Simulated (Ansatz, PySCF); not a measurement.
Noncovalent pair: CH4 (SMILES C) (first 5 atoms) with CH3F (SMILES CF); geometry from B3LYP-D3(BJ)/def2-TZVP.
(charge 0, multiplicity 1):
```xyz
10

C      0.027    -0.008     0.130
H     -0.215    -1.067     0.219
H     -0.378     0.533     0.983
H      1.110     0.114     0.100
H     -0.404     0.383    -0.791
C      0.228    -0.585     3.761
F     -0.459     0.613     3.594
H     -0.450    -1.411     3.545
H      1.073    -0.604     3.073
H      0.579    -0.645     4.792
```

Basis-set superposition error: the interaction energy with monomers in their own basis, and in the dimer's basis (counterpoise).

Programs: Ansatz (Gaussian orbitals); PySCF for 6-31G* rows. 

```json
[
 {"level": "PBE/def2-TZVPPD", "uncorrected (kJ/mol)": "-1.5", "counterpoise (kJ/mol)": "-1.4", "difference": "0.2"},
 {"level": "BLYP/def2-TZVPPD", "uncorrected (kJ/mol)": "2.1", "counterpoise (kJ/mol)": "2.4", "difference": "0.2"},
 {"level": "revPBE/def2-TZVPPD", "uncorrected (kJ/mol)": "2.2", "counterpoise (kJ/mol)": "2.3", "difference": "0.2"},
 {"level": "B97M-V/def2-TZVPPD", "uncorrected (kJ/mol)": "-3.3", "counterpoise (kJ/mol)": "-3.2", "difference": "0.1"},
 {"level": "B3LYP/6-31G*", "uncorrected (kJ/mol)": "-5.2", "counterpoise (kJ/mol)": "0.6", "difference": "5.8"},
 {"level": "CAM-B3LYP/def2-TZVPPD", "uncorrected (kJ/mol)": "-1.3", "counterpoise (kJ/mol)": "-1.1", "difference": "0.2"},
 {"level": "MP2/6-31G*", "uncorrected (kJ/mol)": "-6.3", "counterpoise (kJ/mol)": "-0.3", "difference": "5.9"},
 {"level": "MP2/aug-cc-pVDZ", "uncorrected (kJ/mol)": "-5.7", "counterpoise (kJ/mol)": "-2.5", "difference": "3.2"},
 {"level": "SCS-MP2/aug-cc-pVDZ", "uncorrected (kJ/mol)": "-4.7", "counterpoise (kJ/mol)": "-1.5", "difference": "3.2"},
 {"level": "CCSD(T)/aug-cc-pVDZ", "uncorrected (kJ/mol)": "-6.0", "counterpoise (kJ/mol)": "-2.7", "difference": "3.3"}
]
```

The error is largest for MP2/6-31G* (5.9 kJ/mol) and smallest for B97M-V/def2-TZVPPD (0.1 kJ/mol).

Ansatz is a quantum-chemistry and plane-wave program.
